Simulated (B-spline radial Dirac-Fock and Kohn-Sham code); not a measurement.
# Photoionisation of manganese ions at Mo Kα (17479.3 eV)

Calculated with a radial finite-basis atomic code, using a relativistic central-field model (Hartree-Slater potential of the initial state, Latter tail, multipole expansion of the photon field, Dirac-Fock thresholds). Cross sections in kb; a dash marks an empty subshell or a threshold above the photon energy.

| ion | configuration | total | 2p3/2 | 3s | 3p3/2 | 3d5/2 | 4s |
| --- | --- | --- | --- | --- | --- | --- | --- |
| Mn | [Ar] 3d5 4s2 | 2.962 | 0.0404 | 0.0292 | 0.00536 | 2.70e-05 | 0.00222 |
| Mn³⁺ | [Ar] 3d4 | 2.961 | 0.0405 | 0.0298 | 0.00556 | 2.58e-05 | – |
| Mn⁴⁺ | [Ar] 3d3 | 2.963 | 0.0405 | 0.0307 | 0.00581 | 2.19e-05 | – |
| Mn¹⁷⁺ | [He] 2s2 2p4 | 2.945 | 0.0307 | – | – | – | – |
| Mn¹⁸⁺ | [He] 2s2 2p3 | 2.947 | 0.0241 | – | – | – | – |
| Mn²⁰⁺ | [He] 2s2 2p1 | 2.952 | 0.00898 | – | – | – | – |
